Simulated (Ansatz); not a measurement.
BFH7NSi2 can be A, `N[SiH]([SiH3])BF`, or B, `BN([SiH3])[SiH2]F`.

Computed with Ansatz on PBE0-D4/def2-TZVP structures; ΔE is electronic, products minus reactants. CCSD(T)/CBS is the MP2 limit (def2-TZVPP, def2-QZVPP) plus CCSD(T) − MP2 in def2-TZVPP, frozen cores. Functionals use def2-TZVPP. B3LYP here is the variant with VWN-RPA as its local correlation; programs differ in this. Each species was taken in one conformer, which may not be the lowest.

(1) Which isomer does CCSD(T)/CBS put lower? Give the gap. (An estimate is asked.)

(2) Give E(B) − E(A) in kcal/mol with B2PLYP, r2SCAN-D4, CCSD(T)/def2-TZVPP, CCSD/def2-TZVPP, PBE-D4, ωB97M-V, B3LYP. (Estimate.)

Largest T1 diagnostic: 0.014.

## Answers

(1) Computed: B, by 51.9 kcal/mol.

(2) Computed: B2PLYP -51.6, r2SCAN-D4 -47.4, CCSD(T)/def2-TZVPP -51.5, CCSD/def2-TZVPP -52.1, PBE-D4 -40.8, ωB97M-V -51.9, B3LYP -48.3. None reverses the order clearly.

The D4 term adds −1.1 kcal/mol with B3LYP and −0.5 kcal/mol with PBE0; it sums over pairs of atoms, weighted by their polarisabilities, and B3LYP, whose exchange is more repulsive, gets the larger term. In def2-TZVPP, CCSD(T) changes the Hartree–Fock value by +4.9 kcal/mol (the triples alone add +0.6 kcal/mol) and MP2 by +0.8 kcal/mol.
